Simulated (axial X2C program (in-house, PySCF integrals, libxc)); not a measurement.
## Testing model relations on NaIn⁺

A bond curve at the CCSD(T) level, two-component, was computed with an in-house relativistic program for diatomic molecules (basis In dyall-cv3z [11s12p9d4f1g], Na dyall-cv3z [9s8p5d2f] (cores contracted in-house)) for the state Ω = 1/2 (⟨Sz⟩ = 0.48, ⟨Lz⟩ = 0.02 at HF). Its fit gives Re = 3.5531 Å, ωe = 103.0 cm⁻¹, ωexe = 0.336 cm⁻¹ and αe = 4.550e-04 cm⁻¹; the masses are 114.9039 and 22.9898 u. Two-component means X2C with spin–orbit coupling and atomic mean-field Coulomb and Gaunt terms.

Correlated methods: 3 electrons correlated (number of frozen shells: In 4 s, 3 p, 2 d; Na 2 s, 1 p), 283 virtual spin orbitals or spinors in MP2, 47 natural virtuals in coupled cluster.

Q: Find the reduced mass, Be and the force constant.

A: From the CCSD(T) values: μ = 19.1569 u. Be = 16.8576/(μ Re²) = 0.0697 cm⁻¹. k = 5.8918×10⁻⁷ μ ωe² = 0.12 mdyn/Å.

Q: Estimate the centrifugal constant by the Kratzer relation.

A: D = 4Be³/ωe² = 1.28e-07 cm⁻¹.

Q: Where do the fundamental and the first overtone lie?

A: ν(1←0) = ωe − 2ωexe = 102.3 cm⁻¹; ν(2←0) = 2ωe − 6ωexe = 204.0 cm⁻¹.

Q: A Morse curve ties αe to the other constants (Pekeris). How well does that hold?

A: αe(Morse) = 6Be²/ωe × (√(ωexe/Be) − 1) = 3.384e-04 cm⁻¹; the CCSD(T) curve gives 4.550e-04 cm⁻¹, a ratio of 0.74.

The state is a single determinant with fixed occupations, the lowest that a limited PBE0 search found. CCSD and (T) use frozen natural virtuals with an MP2 correction for the truncation; (T) itself is uncorrected, so its De runs slightly low. With the outer-core shells frozen, correlated bond lengths of heavy atoms tend to come out a few hundredths of an ångström too long.
